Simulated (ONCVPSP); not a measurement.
ytterbium (Yb), ONCV: configuration errors across variants

* Element: ytterbium
* Generator: ONCVPSP 4.0.1
* Type: optimised norm-conserving Vanderbilt (ONCV)
* Functional: PBE
* Relativity: scalar-relativistic
* Frozen core: [Xe] 4f13
* Valence charge: 3
* Reference configuration: 5d1 6s2
* Partial waves: 6s: rc 3.00 bohr, ncon 4, nbas 8, qcut 1.7 1/bohr, 3 projectors, debl 2.7 Ha; p scattering state at 0.03 Ha: rc 2.75 bohr, ncon 3, nbas 6, qcut 2.4 1/bohr, 2 projectors, debl 1.5 Ha; 5d: rc 2.50 bohr, ncon 4, nbas 9, qcut 5.5 1/bohr, 2 projectors, debl 2.9 Ha
* Local potential: polynomial inside 1.90 bohr (lpopt 5, dvloc0 0 Ha)
* Core correction: none

All-electron excitation energies from the reference (eV): (1) 5d1 6s1 7.256; (2) 5d1 6s0 20.362; (3) 5d1 6s1.5 2.940; (4) 5d2 6s0 9.568.

2 further variants failed, have other tests or too few solved ones, and are left out.

Errors AE − PS in meV (a dash: test not solved or not reliable):

```csv
change,(1),(2),(3),(4),bound ghosts,GHOST(+) flags above zero
base,-0.8,+188,-1.4,+158,none,"s, p"
s: rc 2.7,+0.7,+201,-1.2,+160,none,"s, p"
s: rc 2.88,0.0,+195,-1.3,+159,none,"s, p"
s: rc 3.48,-5.6,+139,-2.2,+148,none,"s, p"
s: rc 3.74,-8.7,+102,-2.7,+144,none,"s, p"
s: rc 4.02,-32,+59,-8.1,+141,none,"s, p"
s: rc 4.42,-59,-17,-16,+136,none,"s, p"
```

Task: Give the same row for: s: rc 3.28.

Result: -3.2, +164, -1.8, +152; bound ghosts: none; GHOST(+) flags above zero: s, p.
